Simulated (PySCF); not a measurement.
## Computed properties of C₄H₇, SMILES [CH2]C(=C)C

C4H7, SMILES [CH2]C(=C)C (connectivity only; charge and spin as stated), charge +1, multiplicity 1. Coordinates come from a B3LYP-D3(BJ)/def2-SVP optimisation. The spin state was assumed, not searched. The isomer is the one that the SMILES or the coordinates give; other isomers of the formula were not compared. The values are those of a single conformer. All values are computed for the isolated molecule unless a solvent is named; none is compared with measurement here.

**Structure.** The optimised structure has Cs symmetry. All 27 harmonic modes at B3LYP-D3(BJ)/def2-SVP (PySCF) are real, so it is a minimum. With heavy atoms numbered as in [CH2:1]=[C:2]([CH2:3])[CH3:4], the shortest bond between them is C1–C2 at 1.393 Å and the longest C2–C4 at 1.505 Å.

**Vibrations.** The strongest infrared lines (harmonic, unscaled, degenerate partners summed) lie at 1591 cm⁻¹ (154 km/mol, C 74 %, H 26 %), 1397 cm⁻¹ (89 km/mol, H 73 %, C 27 %), 1450 cm⁻¹ (41 km/mol, H 96 %). The softest mode is at 32 cm⁻¹ and the zero-point energy is 59.8 kcal/mol.

**Electronic structure.** ωB97X/def2-TZVP (PySCF) places the frontier levels at -16.88 and -7.67 eV, a gap of 9.21 eV and a mean polarisability of 44.9 bohr³.

**Excitations.** TDA-B3LYP/def2-SVPD (PySCF) has S1 at 4.45 eV (278 nm, f = 0.000, dark); the most intense of the 10 singlets computed lies at 6.85 eV (f = 0.43). T1 (TDA) is at 2.03 eV, 2.42 eV under S1. No vertical singlet excitation falls in the visible range (under 3.1 eV).

**NMR.** GIAO shifts at PBE0/pcSseg-1 (PySCF) (non-relativistic, atoms alike by connectivity averaged): ¹³C from 23.4 to 244.5 ppm against TMS; ¹H from 3.3 to 10.2 ppm against TMS.
